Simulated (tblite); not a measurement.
Compound: C6H12BNO.
Numbering: `[CH2:1]=[C:2]([CH3:3])[CH2:4][B@H-:5]([OH:6])[N+:7]#[C:8][CH3:9]` (hydrogens: H10, H11 on C1; H12, H13, H14 on C3; H15, H16 on C4; H17 on B5; H18 on O6; H19, H20, H21 on C9)
Bond orders are those of one Lewis drawing.

Computed with GFN2-xTB (tblite), gas phase: L-BFGS steps from a force-field or distance-geometry start until the largest atomic force falls under 0.01 eV/Å.

Step 101: E = -738.8139 eV
```
atom  x, y, z in Å  |  force x, y, z in eV/Å
C1     -2.7361   -1.5659   -0.3525    0.015   0.011  -0.007
C2     -2.0211   -0.4603   -0.2022   -0.010   0.025  -0.003
C3     -2.6444    0.8147    0.2858   -0.010  -0.009  -0.011
C4     -0.5557   -0.3877   -0.4901   -0.001   0.000   0.013
B5      0.3497   -0.4338    0.8935   -0.003   0.011   0.010
O6      0.2945    0.7053    1.7456   -0.035   0.041  -0.009
N7      1.8252   -0.3700    0.3045    0.012  -0.044  -0.023
C8      2.8337    0.0768   -0.0132   -0.002  -0.020  -0.007
C9      4.0872    0.6218   -0.4293   -0.004   0.007  -0.016
H10    -3.7898   -1.5938   -0.1272    0.013  -0.020   0.008
H11    -2.2994   -2.4859   -0.7021    0.015  -0.003   0.004
H12    -2.1303    1.1562    1.1822   -0.001  -0.012   0.025
H13    -3.6967    0.6748    0.5202   -0.006  -0.009  -0.007
H14    -2.5595    1.5923   -0.4748    0.007   0.018   0.011
H15    -0.2663   -1.2189   -1.1332   -0.006  -0.012  -0.014
H16    -0.3473    0.5419   -1.0302    0.005  -0.005  -0.012
H17     0.3144   -1.4528    1.4951   -0.011   0.028  -0.005
H18     0.1149    1.5065    1.2524    0.008  -0.007   0.032
H19     4.1152    1.6832   -0.1831    0.012   0.002   0.015
H20     4.1962    0.5011   -1.5070    0.016  -0.005  -0.008
H21     4.9064    0.1114    0.0769   -0.015   0.001   0.005
```

Step 102: E = -738.8143 eV
```
atom  x, y, z in Å  |  force x, y, z in eV/Å
C1     -2.7340   -1.5671   -0.3563    0.008  -0.004  -0.006
C2     -2.0217   -0.4603   -0.2023   -0.005   0.012   0.000
C3     -2.6505    0.8102    0.2892   -0.001  -0.011  -0.006
C4     -0.5560   -0.3820   -0.4892   -0.015  -0.002  -0.002
B5      0.3487   -0.4263    0.8943   -0.001   0.015  -0.005
O6      0.2950    0.7134    1.7435   -0.034   0.042   0.021
N7      1.8264   -0.3651    0.3067   -0.015  -0.062  -0.021
C8      2.8364    0.0769   -0.0120    0.015  -0.005  -0.007
C9      4.0919    0.6159   -0.4298   -0.006   0.003  -0.020
H10    -3.7884   -1.5991   -0.1318    0.036  -0.016   0.004
H11    -2.2943   -2.4849   -0.7079    0.012  -0.002   0.003
H12    -2.1362    1.1529    1.1851   -0.007  -0.013   0.023
H13    -3.7016    0.6623    0.5245   -0.004   0.004  -0.004
H14    -2.5704    1.5890   -0.4703    0.001   0.028   0.008
H15    -0.2632   -1.2114   -1.1335   -0.010  -0.004  -0.010
H16    -0.3531    0.5494   -1.0286    0.014  -0.009  -0.010
H17     0.3108   -1.4435    1.4972   -0.005   0.012   0.004
H18     0.1187    1.5142    1.2496    0.001   0.014   0.020
H19     4.1261    1.6777   -0.1852    0.010  -0.002   0.019
H20     4.1972    0.4938   -1.5077    0.024  -0.006  -0.009
H21     4.9090    0.1010    0.0758   -0.018   0.008  -0.001
```

Step 103: E = -738.8148 eV
```
atom  x, y, z in Å  |  force x, y, z in eV/Å
C1     -2.7310   -1.5682   -0.3604    0.004  -0.013  -0.004
C2     -2.0222   -0.4596   -0.2032   -0.005  -0.007   0.002
C3     -2.6579    0.8054    0.2928   -0.006  -0.012  -0.007
C4     -0.5563   -0.3754   -0.4892   -0.025  -0.003  -0.009
B5      0.3481   -0.4180    0.8947   -0.007   0.015  -0.020
O6      0.2948    0.7228    1.7417   -0.027   0.032   0.041
N7      1.8275   -0.3611    0.3096   -0.013  -0.059  -0.026
C8      2.8392    0.0766   -0.0097    0.013   0.002  -0.005
C9      4.0968    0.6096   -0.4301   -0.011   0.000  -0.014
H10    -3.7855   -1.6046   -0.1351    0.048  -0.014  -0.001
H11    -2.2887   -2.4840   -0.7139    0.014  -0.003   0.001
H12    -2.1435    1.1475    1.1889   -0.010  -0.006   0.024
H13    -3.7080    0.6475    0.5288    0.018   0.022  -0.007
H14    -2.5836    1.5872   -0.4647   -0.005   0.024   0.016
H15    -0.2604   -1.2033   -1.1345   -0.012   0.000  -0.006
H16    -0.3584    0.5570   -1.0286    0.023  -0.006  -0.007
H17     0.3062   -1.4331    1.4992   -0.002  -0.003   0.011
H18     0.1258    1.5235    1.2463   -0.008   0.039   0.006
H19     4.1383    1.6717   -0.1871    0.005  -0.018   0.018
H20     4.1978    0.4853   -1.5083    0.030  -0.005  -0.006
H21     4.9120    0.0900    0.0745   -0.022   0.013  -0.008
```

Step 104: E = -738.8154 eV
```
atom  x, y, z in Å  |  force x, y, z in eV/Å
C1     -2.7281   -1.5683   -0.3600    0.001  -0.035  -0.006
C2     -2.0220   -0.4580   -0.2043    0.007  -0.025   0.006
C3     -2.6627    0.8026    0.2941    0.018  -0.007   0.014
C4     -0.5564   -0.3707   -0.4908   -0.022   0.001  -0.025
B5      0.3469   -0.4136    0.8940   -0.016   0.017  -0.029
O6      0.2967    0.7285    1.7384   -0.010   0.005   0.052
N7      1.8298   -0.3657    0.3100   -0.072  -0.070  -0.005
C8      2.8409    0.0729   -0.0087    0.041   0.024  -0.020
C9      4.0976    0.6070   -0.4299   -0.004  -0.015  -0.012
H10    -3.7820   -1.6079   -0.1327    0.045  -0.011  -0.003
H11    -2.2840   -2.4833   -0.7130    0.017  -0.008  -0.004
H12    -2.1543    1.1400    1.1959   -0.014  -0.006   0.017
H13    -3.7130    0.6384    0.5222   -0.001   0.036   0.001
H14    -2.5848    1.5887   -0.4574   -0.009   0.039   0.004
H15    -0.2591   -1.1972   -1.1380   -0.016   0.008   0.005
H16    -0.3623    0.5628   -1.0299    0.033  -0.007  -0.003
H17     0.2979   -1.4268    1.5000    0.004  -0.012   0.018
H18     0.1393    1.5295    1.2409   -0.021   0.067  -0.010
H19     4.1407    1.6685   -0.1861   -0.002  -0.005   0.018
H20     4.1976    0.4824   -1.5080    0.033  -0.002  -0.007
H21     4.9122    0.0870    0.0747   -0.011   0.009  -0.010
```

Q: Estimate the geometry and energy of step 105. (The exact step hangs on the optimiser's Hessian estimate; all steps are aligned on step 104, rigid shifts and turns removed.)

A: E = -738.8161 eV, largest force 0.092 eV/Å
```
atom  x, y, z in Å  |  force x, y, z in eV/Å
C1     -2.7219   -1.5720   -0.3653    0.029  -0.015  -0.006
C2     -2.0231   -0.4570   -0.2061    0.000  -0.062  -0.001
C3     -2.6735    0.7956    0.2991    0.019   0.012   0.017
C4     -0.5578   -0.3595   -0.4916   -0.015   0.005  -0.033
B5      0.3452   -0.4004    0.8948   -0.029   0.009  -0.028
O6      0.2962    0.7446    1.7365    0.004  -0.019   0.032
N7      1.8285   -0.3634    0.3125    0.066   0.008  -0.041
C8      2.8428    0.0711   -0.0069   -0.087  -0.029   0.010
C9      4.1028    0.5966   -0.4309   -0.008  -0.013   0.010
H10    -3.7746   -1.6198   -0.1365    0.031  -0.010  -0.004
H11    -2.2722   -2.4826   -0.7219    0.021  -0.011  -0.006
H12    -2.1638    1.1319    1.2013   -0.030  -0.002  -0.005
H13    -3.7219    0.6177    0.5298    0.026   0.056  -0.003
H14    -2.6057    1.5870   -0.4498   -0.013   0.006   0.037
H15    -0.2541   -1.1821   -1.1418   -0.025   0.020   0.019
H16    -0.3701    0.5772   -1.0281    0.036  -0.014   0.003
H17     0.2890   -1.4113    1.5044    0.005  -0.009   0.015
H18     0.1539    1.5449    1.2340   -0.030   0.081  -0.011
H19     4.1560    1.6581   -0.1858   -0.012  -0.032   0.003
H20     4.2011    0.4698   -1.5092    0.026   0.007   0.003
H21     4.9141    0.0703    0.0730   -0.015   0.009  -0.013
```

The energy changes by -0.0007 eV. The first-order estimate −F·Δx gives -0.0011 eV and the mean of the old and new forces, exact on a quadratic surface, -0.0006 eV. The step makes an angle of 85° with the force vector and moves no atom by more than 0.024 Å.

What follows is the cost of the whole relaxation. The run took 1.1 s on one thread of an Arm Neoverse V1, shared host.
